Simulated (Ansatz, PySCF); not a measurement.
Dimer: H2O (SMILES O) (first 3 atoms) with HF (SMILES F); geometry from B3LYP-D3(BJ)/def2-TZVP, rigid monomers moved along the line of their centres of mass till O1···H5 is 3.04 Å.
(charge 0, multiplicity 1):
```xyz
5

O     -0.0849    -0.2722     0.3220
H      0.7239    -0.7519     0.1114
H     -0.1109     0.4892    -0.2683
F     -0.3848     0.7044     4.1753
H     -0.3544     0.4471     3.2670
```

Counterpoise-corrected where a basis set is named; no monomer relaxation. Rows marked so take none.

Rows in 3-21G, 6-31G* carry no dispersion term and start afresh at each structure (6-31G* with six Cartesian d functions).

Run with Ansatz (Gaussian orbitals); PySCF for 3-21G rows, 6-31G* rows. Values without a source in brackets are computed.

Task: One of these levels gives -132.1 meV for the interaction energy. Name it.
A) HF/6-31G*
B) B3LYP/3-21G (no counterpoise)
C) HF/aug-cc-pVTZ

Result: A, HF/6-31G*. The others give -118.9 (HF/aug-cc-pVTZ), -156.5 (B3LYP/3-21G (no counterpoise))

Ansatz is a first-principles code.
